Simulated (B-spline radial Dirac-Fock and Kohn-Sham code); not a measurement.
# Dipole and non-dipole photoemission parameters of Tc 3p3/2

System: the free technetium atom in the configuration [Kr] 4d5 5s2; threshold 417.7 eV (tabulated edge). These are calculated numbers from a radial finite-basis atomic code; the model is Dirac-Hartree-Slater photoionisation with a Latter tail; cross sections with all multipoles, angular parameters from the dipole term and its interference with E2.

For linearly polarised light dσ/dΩ = σ/(4π) [1 + β P₂(cos θ) + (δ + γ cos²θ) sin θ cos φ], with θ from the polarisation vector and φ the angle between the beam and the projection of the electron momentum on the plane normal to the polarisation.

| hν (eV) | σ (kb) | β | γ | δ |
| --- | --- | --- | --- | --- |
| 445 | 412 | 0.074 | -0.226 | 0.049 |
| 522 | 372 | 0.823 | 0.176 | 0.088 |
| 725 | 268 | 1.370 | 0.166 | 0.016 |
| 757 | 254 | 1.407 | 0.140 | 0.013 |
| 1010 | 168 | 1.562 | 0.002 | 0.003 |
| 1253.6 | 116 | 1.614 | -0.028 | 0.003 |
| 1570 | 76.5 | 1.636 | 0.006 | 0.004 |
| 1830 | 56.3 | 1.637 | 0.062 | 0.006 |
| 2000 | ? | ? | ? | ? |
| 2050 | 44.4 | 1.631 | 0.118 | 0.007 |
| 3130 | 17.1 | 1.573 | 0.410 | 0.016 |
| 3610 | 12.1 | 1.543 | 0.532 | 0.021 |
| 3710 | 11.3 | 1.536 | 0.556 | 0.022 |
| 4160 | 8.46 | 1.508 | 0.660 | 0.027 |
| 5120 | 4.92 | 1.449 | 0.858 | 0.038 |
| 8047.8 | 1.40 | 1.289 | 1.305 | 0.075 |
| 9070 | 0.991 | 1.241 | 1.421 | 0.089 |
| 13700 | 0.285 | 1.057 | 1.798 | 0.154 |
| 15000 | 0.215 | 1.014 | 1.874 | 0.172 |

Task: Give the values at 2000 eV.

Result: σ = 46.8 kb, β = 1.633, γ = 0.105, δ = 0.007.
